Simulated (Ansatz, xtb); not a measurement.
**Two isomers of CHS2Se−**

Structure a is `S=C([S-])[SeH]`, a singlet and structure b is `S=C(S)[Se-]`, a singlet. Both are isolated ions in the gas phase, relaxed with PBE0-D3(BJ)/def2-SVPD; the shapes shown needn't be the lowest conformers.

a (Å):

```yaml
atoms:
  - { symbol: C, position_ang: [-0.1283, 1.1960, 0.7639] }
  - { symbol: S, position_ang: [-0.0741, 2.8244, 0.3882] }
  - { symbol: S, position_ang: [0.8592, -0.0668, 0.2666] }
  - { symbol: Se, position_ang: [-1.5351, 0.5617, 1.9720] }
  - { symbol: H, position_ang: [-2.1852, 1.8679, 2.2020] }
```

b (Å):

```xyz
5

C    -0.7864    1.3471    0.6462
S     0.0390    2.7937    0.4896
S    -0.6289    0.4106    2.1586
Se   -1.8974    0.5162   -0.5627
H     0.2143    1.2614    2.7961
```

Quicker runs give these differences E(b) − E(a): GFN2-xTB −0.225 eV; HF/STO-3G −0.792 eV (at GFN2-xTB geometries); r2SCAN-D4/def2-SVPD −0.084 eV (at GFN2-xTB geometries).

Estimate E(b) − E(a) at the level CCSD(T)/def2-SVPD + ΔMP2/def2-TZVPPD.

Not settled: CCSD(T)/def2-SVPD + ΔMP2/def2-TZVPPD gives E(b) − E(a) = −0.058 eV, but this leans on the basis-set step: CCSD(T) alone gives −0.043 eV.

Level by level:

```
                               level               geometry  E(b) − E(a) (eV)  departure from the last row (eV)  job, with rough time for the two
                            GFN2-xTB               GFN2-xTB              −0.225                            −0.167              optimisation, 0.35 s
                           HF/STO-3G               GFN2-xTB              −0.792                            −0.734              single point, 0.63 s
                 r2SCAN-D4/def2-SVPD               GFN2-xTB              −0.084                            −0.026               single point, 4.7 s
               PBE0-D3(BJ)/def2-SVPD  PBE0-D3(BJ)/def2-SVPD              −0.043                            +0.015                optimisation, 64 s
                        HF/def2-SVPD  PBE0-D3(BJ)/def2-SVPD              −0.101                            −0.044           part of the CCSD(T) run
                       MP2/def2-SVPD  PBE0-D3(BJ)/def2-SVPD              −0.041                            +0.016           part of the CCSD(T) run
                   CCSD(T)/def2-SVPD  PBE0-D3(BJ)/def2-SVPD              −0.043                            +0.015                      single point
CCSD(T)/def2-SVPD + ΔMP2/def2-TZVPPD  PBE0-D3(BJ)/def2-SVPD              −0.058                                                  single point, 45 s
```

As drawn, b has 1 S–H in place of 1 Se–H.

The largest departure from CCSD(T)/def2-SVPD + ΔMP2/def2-TZVPPD is that of HF/STO-3G, 0.734 eV. The last row adds to CCSD(T) the change of the MP2 difference between the two basis sets, here −0.015 eV.

With harmonic frequencies from PBE0-D3(BJ)/def2-SVPD (ideal gas, rigid rotor, one conformer each, 298.15 K, 1 atm): the zero-point term adds +0.026 eV; ΔH is −0.035 and ΔG −0.028 eV.

The correlated steps freeze 20 core orbitals; the filled d shell of Se is correlated, in a basis made for valence electrons. Programs: Ansatz 0.2.0, xtb 6.7.1; the last row on 2 threads of Intel(R) Xeon(R) Processor @ 2.70GHz on a shared host.
